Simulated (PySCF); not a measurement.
## Computed properties of C3H6F2Si, SMILES FC1([SiH2]F)CC1

C3H6F2Si, SMILES F[SiH2]C1(F)CC1. Geometry optimised at B3LYP-D3(BJ)/def2-SVP. The structure was generated by enumeration, and PubChem lists no compound with its InChIKey, so it may never have been made. One conformer was computed; it need not be the lowest. All values are computed for the isolated molecule unless a solvent is named; none is compared with measurement here.

**Structure.** The optimised structure has Cs symmetry. All 30 harmonic modes at B3LYP-D3(BJ)/def2-SVP (PySCF) are real, so it is a minimum. With heavy atoms numbered as in [F:1][SiH2:2][C:3]1([F:4])[CH2:5][CH2:6]1, the shortest bond between them is C3–F4 at 1.386 Å and the longest Si2–C3 at 1.873 Å.

**Vibrations.** The strongest infrared lines (harmonic, unscaled, degenerate partners summed) lie at 923 cm⁻¹ (286 km/mol, H 66 %, Si 23 %, F 11 %), 2262 cm⁻¹ (140 km/mol, H 95 %), 2255 cm⁻¹ (105 km/mol, H 98 %). The softest mode is at 62 cm⁻¹ and the zero-point energy is 52.2 kcal/mol.

**Electronic structure.** ωB97X/def2-TZVP (PySCF) places the frontier levels at -10.71 and 1.98 eV, a gap of 12.69 eV, and gives a dipole moment of 0.57 D and a mean polarisability of 57.3 bohr³. PBE/def2-TZVP (PySCF) at the same geometry gives -6.93 and -1.07 eV, so its gap is 6.83 eV narrower. An orbital gap is neither the optical nor the fundamental gap.

**Excitations.** TDDFT-B3LYP/def2-SVPD (PySCF) has S1 at 6.71 eV (185 nm, f = 0.002, dark); the most intense of the 10 singlets computed lies at 8.34 eV (f = 0.08). T1 (TDA) is at 6.41 eV. TDDFT-PBE/def2-SVPD (PySCF) puts S1 at 5.97 eV. No vertical singlet excitation falls in the visible range (under 3.1 eV).

**NMR.** GIAO shifts at PBE0/pcSseg-1 (PySCF) (non-relativistic, atoms alike by connectivity averaged): ¹³C from 12.5 to 69.4 ppm against TMS; ¹H from 1.3 to 5.5 ppm against TMS; ²⁹Si at -3.9 ppm against TMS; ¹⁹F from -253.5 to -235.7 ppm against CFCl3.

**Solvation.** SMD-B3LYP/def2-SVP (PySCF) gives 0.5 kcal/mol in water, -2.9 kcal/mol in N,N-dimethylformamide, -2.9 kcal/mol in toluene (1 M in both phases, gas-phase geometry).
